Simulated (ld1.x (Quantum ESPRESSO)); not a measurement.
# Mo (Z = 42): one change to a TM potential, before and after

* Element: Mo
* Generator: ld1.x (Quantum ESPRESSO) 7.5
* Type: norm-conserving Troullier–Martins (Kleinman–Bylander form)
* Functional: LDA (PZ)
* Relativity: scalar-relativistic
* Frozen core: [Kr]
* Valence charge: 6
* Reference configuration: 4d5 5s0 5p0 (charge +1)
* Partial waves: 5p (bound, empty): rc 3.80 bohr; 4d (bound): rc 2.05 bohr; 5s (bound, empty): rc 2.90 bohr
* Local potential: the s channel
* Core correction: a·sin(br)/r model core, default radius (core density twice the valence density)

All-electron outer shells of the reference configuration (LDA (PZ), scalar-relativistic, ld1.x):

```json
{"shell": "4p", "level (eV)": "-45.46", "outermost node (bohr)": "0.52", "outermost maximum (bohr)": "1.06"}
{"shell": "4d", "level (eV)": "-10.66", "outermost node (bohr)": "0.53", "outermost maximum (bohr)": "1.38"}
{"shell": "5s", "level (eV)": "-10.15", "outermost node (bohr)": "1.34", "outermost maximum (bohr)": "2.79"}
{"shell": "5p", "level (eV)": "-6.07", "outermost node (bohr)": "1.53", "outermost maximum (bohr)": "3.49"}
```

Change: all radii but the core radius scaled by about 1.19 (s 3.46, p 4.54, d 2.44 bohr).

Cutoffs: the cutoffs (Ry, on a coarse ladder) from which the occupation-weighted sum of valence levels, in a spherical-Bessel basis at the reference potential, stays within 10 and 1 mRy of its value at 400 Ry; they do not see the model core or the augmentation charge, which bear on the density cutoff. Errors are all-electron minus pseudo energies relative to the spin-unpolarised reference configuration.

**Question.** What does the change do?

**Answer.** The potential gets softer (40 Ry and 45 Ry → 35 Ry and 40 Ry); of the 9 tests that both files solve, the error grows in 2 and shrinks in 3 by more than 15 % and 0.3 meV (median size 157.7 → 126.4 meV); neither file shows a bound ghost. A larger radius leaves more room for a smooth pseudo-wave, so fewer plane waves are needed.

```csv
quantity,base,changed
"cutoff, loose",40 Ry,35 Ry
"cutoff, tight",45 Ry,40 Ry
bound ghosts,none,none
"error for 4d5 5s1 5p0, meV [ΔE -7.19 eV]",-11,-5.6
"error for 4d4 5s0 5p0, meV [ΔE 15.70 eV]",-134,-126
"error for 4d3 5s0 5p0, meV [ΔE 42.66 eV]",-705,-655
"error for 4d5.5 5s0.5 5p0, meV [ΔE -6.88 eV]",-11,-10
"error for 4d4 5s2 5p0, meV [ΔE -7.05 eV]",-158,-95
"error for 4d2 5s0 5p0, meV [ΔE 82.36 eV]",-1867,-1695
"error for 4d4 5s1 5p0, meV [ΔE 1.08 eV]",-127,-82
"error for 4d5 5s0 5p0 (spin-polarised), meV [ΔE -3.39 eV]",+205,+239
"error for 4d5 5s1 5p0 (spin-polarised), meV [ΔE -11.11 eV]",+201,+235
```
